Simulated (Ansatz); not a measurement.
C2HF3Ge, SMILES `C#[C][Ge]([F])([F])[F]` at its PBE0-D4/def2-TZVP geometry, where that method's forces vanish. Total charge 0; spin multiplicity 1.

```
atom   x (Å)   y (Å)   z (Å)
  C1  -0.385  -1.957   0.447
  C2  -0.159  -0.806   0.184
 Ge3   0.192   0.974  -0.223
  F4   1.462   1.610   0.717
  F5  -1.161   1.972   0.046
  F6   0.637   1.184  -1.853
  H7  -0.586  -2.978   0.681
```

Task: For each bond, give half the difference of the two atoms' forces along it (eV/Å; positive pushes the atoms apart) under PBE-D4, r2SCAN-D4, B3LYP-D4, ωB97M-V in def2-TZVPP. (Estimate.)

Result: Ansatz gave: 
```
  bond  length (Å)  PBE-D4  r2SCAN-D4  B3LYP-D4  ωB97M-V
 C1–C2       1.202    0.91       0.39     -0.04    -0.24
 C1–H7       1.067   -0.37      -0.23     -0.10     0.04
C2–Ge3       1.860   -0.73      -0.26     -0.05     0.13
Ge3–F4       1.703    0.52       0.06      0.23     0.06
Ge3–F5       1.703    0.52       0.06      0.23     0.06
Ge3–F6       1.703    0.52       0.06      0.23     0.06
```

B3LYP here is the variant with VWN-RPA as its local correlation; programs differ in this.
